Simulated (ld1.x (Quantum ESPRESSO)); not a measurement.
An all-electron radial function and its pseudo partner (silicon)

Columns: radius, all-electron u(r) and pseudo u(r) of the 3s shell (level -14.73 eV) of silicon in the configuration [Ne] 3s2 3p1.5; PBE, scalar-relativistic, RRKJ scheme, ld1.x (Quantum ESPRESSO) 7.5.

| r (bohr) | all-electron | pseudo |
| --- | --- | --- |
| 0.125 | 0.0647 | 0.0434 |
| 0.250 | -0.2386 | 0.0821 |
| 0.375 | -0.3468 | 0.1158 |
| 0.500 | -0.2842 | 0.1500 |
| 0.625 | -0.1338 | 0.1935 |
| 0.750 | 0.0454 | 0.2540 |
| 0.875 | 0.2196 | 0.3335 |
| 1.000 | 0.3725 | 0.4261 |
| 1.125 | 0.4977 | 0.5205 |
| 1.250 | 0.5946 | 0.6046 |
| 1.375 | 0.6656 | 0.6702 |
| 1.500 | 0.7134 | 0.7149 |
| 1.625 | 0.7407 | 0.7408 |
| 1.750 | 0.7506 | 0.7506 |
| 1.875 | 0.7463 | 0.7463 |
| 2.000 | 0.7309 | 0.7309 |
| 2.125 | 0.7069 | 0.7069 |
| 2.250 | 0.6767 | 0.6767 |
| 2.375 | 0.6421 | 0.6421 |
| 2.500 | 0.6049 | 0.6049 |
| 2.625 | 0.5662 | 0.5662 |
| 2.750 | 0.5270 | 0.5270 |
| 2.875 | 0.4883 | 0.4883 |
| 3.000 | 0.4505 | 0.4505 |
| 3.125 | 0.4142 | 0.4142 |
| 3.250 | 0.3796 | 0.3796 |

**Question.** How many radial nodes do the two functions have?

**Answer.** The all-electron 3s function has n − l − 1 = 2; the pseudo-wave has 0, since the states of the same l below it are removed with the core.

**Question.** At about which radius was the pseudo-wave matched?

**Answer.** 1.70 bohr, where the columns begin to agree (steps of 0.12 bohr).

**Question.** Is the pseudo-wave norm-conserving?

**Answer.** Yes: the RRKJ scheme keeps the norm inside the radius equal to the all-electron one, which fixes the energy derivative of the logarithmic derivative at the level.
